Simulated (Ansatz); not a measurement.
Isomers of Rb2F3⁻ (singlet), relaxed with PBE0-D4/def2-SVPD; total energies from Ansatz at CCSD(T)/def2-TZVPD.

```
isomer                               description  energy (Eh)
     A  point group D∞h; 4 × F–Rb 2.50 to 2.61 Å   -347.24253
     B  point group C2v; 5 × F–Rb 2.49 to 2.81 Å   -347.24433
```

In the def2 sets Rb takes a core potential; there is no spin–orbit coupling. Correlated methods freeze 3 core orbitals; core or outer-core shells of Rb are correlated, in sets that lack core-valence functions.

The isomers come from a short search, and lower ones may exist.

**Question.** Work out the relative energies (1 Eh = 2625.5 kJ/mol) and the Boltzmann populations at 1200 K from electronic energies alone (R = 8.314 J/mol/K).

**Answer.** ΔE: A 4.7, B 0.0 kJ/mol. RT = 9.98 kJ/mol. Factors exp(−ΔE/RT): A 0.624, B 1; sum 1.624. Populations: A 38.4 %, B 61.6 %. Zero-point energy, vibrational entropy and symmetry numbers are left out and can shift these; an error of 4 kJ/mol changes a ratio by a factor of 1.5. Over the other density-functional and correlated levels in def2 sets, the gap between B and A ranges from 2 to 5 kJ/mol.
